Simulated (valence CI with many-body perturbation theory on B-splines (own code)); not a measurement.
# Questions on Pb⁶⁶⁺

Computed by configuration interaction combined with many-body perturbation theory (CI+MBPT): six valence electrons over a frozen Dirac-Fock core [Ne], a basis of 9 s, 9 p, 8 d, 6 f, 3 g, 1 h functions for each j, with the one-electron correlation potential Σ1, the two-electron term Σ2, the three-electron term Σ3, Breit, model QED; selected CI, second order for the rest, scaled by the run's own slope (own B-spline code, finite nucleus).

No measured spectrum was set against this ion. As an estimate, large intervals hold to a few tenths of a per cent, small ones and those within an open d or f shell to about a per cent. Among the levels kept, up to 1200 cm⁻¹ of a level comes from second order outside the variational space, and about a tenth of that is noise between levels of different J, which matters for small intervals.

Levels are named by their leading jj configuration (3d3/2^4 stands for four electrons in 3d with j = 3/2), which in mixed levels can hold well under half, so a name can repeat and another be missing.

Rates and lifetimes use the calculated energies. Strong lines usually hold to 10 to 20 %, long lifetimes can be off by a factor of two.

**Question.** What is the ground level?

**Answer.** (3s^2 3p1/2^2 3p3/2^2) J=2, composition 68 % 3s²3p⁴ ³P + 32 % 3s²3p⁴ ¹D, g = 1.324.

**Question.** What is the ionisation energy?

**Answer.** 7651.7 eV; NIST lists 7650 ± 40 eV (theoretical).

**Question.** How well does LS coupling describe the low levels?

**Answer.** Among the lowest 20 levels the leading LS term, summed over configurations, holds 49 % on average. For single configurations the figures are 48 % in LS and 96 % in jj coupling. Terms mix most in the J = 2 level at 5647.8 × 10³ cm⁻¹, where the leading one holds 23 %.

**Question.** Where does the other parity begin?

**Answer.** At (3s^2 3p1/2^2 3p3/2 3d3/2) J=2, 2163.8 × 10³ cm⁻¹.

**Question.** Among levels below 8169.8 × 10³ cm⁻¹, which E1 lines absorb most strongly from the ground level?

**Answer.** to (3s^2 3p1/2 3p3/2^2 3d3/2) J=2 at 1.395 nm, f = 0.275; to (3s^2 3p1/2 3p3/2^2 3d3/2) J=3 at 1.410 nm, f = 0.264; to (3s^2 3p1/2 3p3/2^2 3d3/2) J=1 at 1.383 nm, f = 0.176.

**Question.** Name the longest-lived excited levels whose lifetime is computed, and their main decay.

**Answer.** (3s^2 3p1/2^2 3p3/2 3d3/2) J=0 at 2246.8 × 10³ cm⁻¹ lives 257 ms, mostly by M2 to (3s^2 3p1/2^2 3p3/2^2) J=2; (3s^2 3p1/2^2 3p3/2^2) J=0 at 182.71 × 10³ cm⁻¹ lives 57.1 ms, mostly by E2 to (3s^2 3p1/2^2 3p3/2^2) J=2; (3s^2 3p1/2^2 3p3/2 3d5/2) J=4 at 3243.3 × 10³ cm⁻¹ lives 88.8 ns, mostly by M1 to (3s^2 3p1/2^2 3p3/2 3d3/2) J=3.

**Question.** What are the static dipole polarisabilities of the lowest levels?

**Answer.** (3s^2 3p1/2^2 3p3/2^2) J=2 0.00191; (3s^2 3p1/2^2 3p3/2^2) J=0 0.00191 bohr³, of which the core gives 2.76e-05.
